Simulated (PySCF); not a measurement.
# Low-lying terms of Al³⁺ (aluminium, charge +3)

Ground state [Ne], ¹S. All numbers are calculated (PySCF 2.14, no relativity, point nucleus, in aug-cc-pV(T+d)Z with one added diffuse shell each of s, p, d, f type (7s6p5d3f, 71 functions)). Vertical excitation energies in eV without spin-orbit coupling; excited terms of each kind are numbered among those the solver found.

```csv
term,leading excitation,CIS,TDHF,TD-PBE
1 3P°,2p → s,77.943,77.913,71.133
1 1P°,2p → s,78.988,78.981,71.927
1 3S,2p → p,84.476,84.375,77.989
1 3D,2p → p,86.023,85.985,78.611
1 1D,2p → p,86.687,86.677,79.128
1 3P,2p → p,86.803,86.783,79.137
1 1P,2p → p,86.803,86.783,79.137
1 1S,2p → p,90.813,90.518,82.169
2 3P°,2p → d,96.008,96.005,87.644
1 3F°,2p → d,96.379,96.370,87.764
1 1F°,2p → d,96.627,96.625,87.911
1 1D°,2p → d,96.906,96.905,88.076
1 3D°,2p → d,96.906,96.905,88.076
2 3S,2p → p,103.86,103.83,92.526
2 1D,2p → p,104.44,104.44,92.790
```

(1) What does TDA-PBE give for these terms?

Where a singlet and its triplet coincide, the exchange integral that splits them vanishes by symmetry for a single excitation; correlation beyond this level separates them.

Oscillator strength of the first ¹S → ¹P° line: CIS 0.236, TDHF 0.236, TDA-PBE 0.188, TD-PBE 0.189.

The solver can miss terms.

Results:

(1) 1 3P° 71.138; 1 1P° 71.936; 1 3S 78.012; 1 3D 78.615; 1 1D 79.129; 1 3P 79.137; 1 1P 79.137; 1 1S 82.446; 2 3P° 87.648; 1 3F° 87.766; 1 1F° 87.911; 1 1D° 88.076; 1 3D° 88.076; 2 3S 92.531; 2 1D 92.790 (eV).
